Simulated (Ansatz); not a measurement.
Reaction (hydrogenolysis of a Ge–C bond): `Cl[CH2][GeH2][SeH]` + H₂ → `[GeH3][SeH]` + `CCl`

Gas-phase electronic energies from Ansatz, PBE0-D4/def2-TZVP geometries. CBS: MP2 limit from def2 TZ/QZ plus the TZ coupled-cluster correction, frozen cores. This one scheme is used for every species. For Ge, Se outer-core shells are correlated without core-valence functions, which leaves a few kJ/mol of doubt a bond. Scalar relativity is left out up to krypton. One conformer a species, not always the lowest.

| species | HF/def2-QZVPP energy (Eh) |
| --- | --- |
| `Cl[CH2][GeH2][SeH]` | -4975.64395 |
| H₂ | -1.13348 |
| `[GeH3][SeH]` | -4477.64819 |
| `CCl` | -499.15597 |

Question: Work out ΔE.

Answer: ΔE = (-4477.64819) + (-499.15597) − (-4975.64395) − (-1.13348) = -0.02673 Eh = -70.2 kJ/mol. CCSD(T)/CBS gives -34.0 kJ/mol.

Largest T1 diagnostic among the species: 0.010.

From PBE to PBE0 (25 % exact exchange), in def2-TZVPP and without D4, ΔE moves by −4.2 kJ/mol. The D4 term adds +13.7 kJ/mol with B3LYP and +7.6 kJ/mol with PBE0; it sums over pairs of atoms, weighted by their polarisabilities, and B3LYP, whose exchange is more repulsive, gets the larger term.

B3LYP here is the variant with VWN-RPA as its local correlation; programs differ in this.
